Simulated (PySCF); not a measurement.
A side-by-side comparison of computed properties.

First species: CH₈F₂SSi₃.
SMILES: `FC[SiH2][Si@@H](F)S[SiH3]`

Second species: C₄H₄F₄.
InChI=1S/C4H4F4/c5-2-1-3(6)4(2,7)8/h2-3H,1H2/t2-,3+

Levels: CAM-B3LYP/def2-SVPD for dipole moment, HOMO energy, LUMO energy, HOMO–LUMO gap, static isotropic polarisability and electronic spatial extent ⟨r²⟩ about the centre of nuclear charge; TDDFT CAM-B3LYP/def2-SVPD for lowest singlet excitation; TDA CAM-B3LYP/def2-SVPD for lowest triplet excitation (Tamm–Dancoff); GFN2-xTB for rotational constant A and rotational constant C. Geometries: GFN2-xTB. Each species is one conformer at its optimised geometry, gas phase, non-relativistic unless stated. Electronic properties by PySCF.

The conformers computed, where there is a choice (atom-mapped SMILES and torsion angles):
- `[F:1][CH2:2][SiH2:3][Si@@H:4]([F:5])[S:6][SiH3:7]`: F1–C2–Si3–Si4 45°, C2–Si3–Si4–F5 78°, Si3–Si4–S6–Si7 -166°

Problem. Which has the higher LUMO energy?

Solution. The second: 0.82 eV against 0.09 eV, a difference of 0.73 eV.

Problem. Which has the higher rotational constant A?

Solution. The first: 2.710 GHz against 2.524 GHz, a difference of 0.186 GHz.

Problem. Which has the higher dipole moment?

Solution. The second: 3.45 D against 0.92 D, a difference of 2.53 D.

Problem. Which of the two has the higher HOMO energy, and by how much?

Solution. The first: -8.79 eV against -10.82 eV, a difference of 2.03 eV.

Problem. Which of the two has the higher T1 energy, and by how much?

Solution. The second: 7.45 eV against 5.37 eV, a difference of 2.08 eV.

Problem. Which has the higher rotational constant C?

Solution. The second: 1.529 GHz against 0.482 GHz, a difference of 1.047 GHz.

Problem. Which of the two has the higher HOMO–LUMO gap, and by how much?

Solution. The second: 11.64 eV against 8.88 eV, a difference of 2.76 eV.

Problem. Which has the higher S1 energy?

Solution. The second: 7.91 eV against 5.76 eV, a difference of 2.15 eV.

On the first: The dipole equals about 3.1 × 10⁻³⁰ C·m (1 D = 3.33564 × 10⁻³⁰ C·m). The 8 singlets span 5.76 to 7.20 eV, and their oscillator strengths add up to 0.23.

On the second: The principal polarisabilities are 45.7, 49.3 and 49.4 au; their mean is the isotropic value. S1 lies 3.73 eV below the HOMO–LUMO gap; its leading configuration is HOMO→LUMO, weight 0.76.
